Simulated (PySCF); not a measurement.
H4NSi, SMILES [NH][SiH3], multiplicity 2. Atoms are numbered in the order given.

```xyz
6

N      0.1318    -1.2269     0.0000
Si    -0.0127     0.5193     0.0000
H     -0.7475    -1.7475     0.0000
H      0.6990     1.0016     1.2082
H      0.6990     1.0016    -1.2082
H     -1.3953     1.0626     0.0000
```
Charge 0, spin multiplicity 2.

Geometry optimised at B3LYP-D3(BJ)/def2-TZVP. A frequency run showed that this geometry is not a minimum. The isomer is the one that the SMILES or the coordinates give; other isomers of the formula were not compared.

The numbers are results of B3LYP/pcH-1 (PySCF), not measurements.

Unrestricted Kohn–Sham, ⟨S²⟩ = 0.754. Hyperfine tensors hold the contact and dipolar terms, without spin-orbit corrections.

Computed hyperfine couplings:
```json
[
 {"nucleus": "14N no. 1", "A(iso) (MHz)": "27.8", "A(iso) (G)": "9.9", "dipolar principal values (MHz)": "-42.4, -41.4, 83.7"},
 {"nucleus": "29Si no. 2", "A(iso) (MHz)": "51.1", "A(iso) (G)": "18.2", "dipolar principal values (MHz)": "-3.1, 0.0, 3.1"},
 {"nucleus": "1H no. 3", "A(iso) (MHz)": "-57.2", "A(iso) (G)": "-20.4", "dipolar principal values (MHz)": "-51.5, -9.0, 60.5"},
 {"nucleus": "1H no. 4", "A(iso) (MHz)": "94.9", "A(iso) (G)": "33.9", "dipolar principal values (MHz)": "-4.2, -2.0, 6.2"},
 {"nucleus": "1H no. 5", "A(iso) (MHz)": "94.9", "A(iso) (G)": "33.9", "dipolar principal values (MHz)": "-4.2, -2.0, 6.2"},
 {"nucleus": "1H no. 6", "A(iso) (MHz)": "-6.3", "A(iso) (G)": "-2.3", "dipolar principal values (MHz)": "-3.1, -3.0, 6.1"}
]
```

**Question.** And the g tensor (effective nuclear charges for spin-orbit coupling, GIAO)? (An estimate is asked for; the answer gives what the named calculation found.)

**Answer.** principal values 2.0022, 2.0042, 2.0114; isotropic 2.0059.
